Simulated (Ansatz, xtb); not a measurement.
Process, species as SMILES: CN(C)BN(C)C [N-(dimethylaminoboranyl)-N-methylmethanamine] + 6 [H][H] (H2) -> B (BH3) + 4 C (CH4) + 2 N (NH3)
Each molecule is optimised on its own at B3LYP-D3(BJ)/def2-TZVP (Ansatz, an electronic-structure program), one conformer each, not searched for the lowest.

Property: energy of full hydrogenation (electronic energy difference), in kJ/mol. Correlated levels leave the core frozen unless marked. Spin-orbit coupling is left out. No relativistic terms. Basis-set limits of correlation are two-point, X^-3; Hartree-Fock from the larger set. [CCSD(T)-MP2]/basis is that difference in the basis named.

```
level                                                                 program  energy of full hydrogenation (kJ/mol)
-------------------------------------------------------------  --------------  -------------------------------------
GFN1-xTB                                                                  xtb                                      ?
r2SCAN-D3(BJ)/def2-TZVPD                                       Ansatz + dftd3                                      ?
PBE0-D4/def2-TZVPD                                             Ansatz + dftd4                                 -197.2
BHLYP-D3(BJ)/def2-TZVPD                                        Ansatz + dftd3                                 -225.4
wB97X-V/def2-TZVPD                                                     Ansatz                                 -200.5
SCS-MP2/aug-cc-pVDZ                                                    Ansatz                                 -227.7
RI-MP2/CBS(aug-cc-pVTZ,aug-cc-pVQZ)+[CCSD(T)-MP2]/aug-cc-pVTZ          Ansatz                                 -206.2
```

Problem. What belongs in the gaps?

Solution. 
- GFN1-xTB, energy of full hydrogenation (kJ/mol): -542.1
- r2SCAN-D3(BJ)/def2-TZVPD, energy of full hydrogenation (kJ/mol): -187.1
